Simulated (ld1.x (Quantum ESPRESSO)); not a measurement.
# potassium (K): RRKJ pseudisation with PBE, scalar-relativistic reference atom.

K (Z = 19), norm-conserving RRKJ (Kleinman–Bylander form), made with ld1.x (Quantum ESPRESSO) 7.5 (PBE, scalar-relativistic). Core [Ne], reference 3s2 3p6 4s1 4p0. Waves: 3s (bound): rc 1.10 bohr; 3p (bound): rc 1.35 bohr; 3d channel at -0.1 Ry: rc 1.25 bohr. Local part: all-electron potential smoothed inside 0.85 bohr (lloc = -2). Core correction: none. rho0 = 0.02.

Occupied shells without a wave of their own: 4s. They enter only through the test configuration that unscreens the potential.

All-electron outer shells of the reference configuration (PBE, scalar-relativistic, ld1.x):

| shell | level (eV) | outermost node (bohr) | outermost maximum (bohr) |
| --- | --- | --- | --- |
| 2s | -353.41 | 0.11 | 0.32 |
| 2p | -280.12 | – | 0.26 |
| 3s | -35.34 | 0.48 | 1.08 |
| 3p | -18.81 | 0.45 | 1.15 |
| 4s | -2.32 | 1.59 | 4.18 |
| 4p | -0.80 | 1.88 | 5.71 |

Results:

```
Cutoffs needed           : 100 Ry and 140 Ry (the cutoffs (Ry, on a coarse ladder) from which the occupation-weighted sum of valence levels, in a spherical-Bessel basis at the reference potential, stays within 10 and 1 mRy of its value at 400 Ry)
Ghost test               : no extra level below or beside the all-electron valence levels (s, p, d, f tested) (spherical-Bessel basis up to 400 Ry, 20 bohr box)
Largest excitation error : -29 meV (all-electron minus pseudo) for 3s2 3p6 4s0 4p0, out of 5 test configurations
```

Generation and tests took about 2.8 s on one core of a shared server CPU.
